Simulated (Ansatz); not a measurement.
C₃H₇BO₂, SMILES COB(C)C=O.

Coordinates come from a PBE0-D3(BJ)/def2-SVP optimisation. The structure was generated by enumeration, and PubChem lists no compound with its InChIKey, so it may never have been made. The values are those of a single conformer.

Two levels are set side by side: PBE/def2-SVPD (Ansatz, an electronic-structure program) and PBE0/def2-SVPD (Ansatz). Energy differences of separate SCF runs at the same geometry; the states with an electron removed or added have multiplicity 2 and 2. Differences are taken from unrounded values.

```csv
quantity,PBE0,PBE,PBE minus PBE0
vertical ionisation energy (eV),9.23,8.88,-0.36
vertical singlet–triplet gap (eV),2.11,2.03,-0.08
```
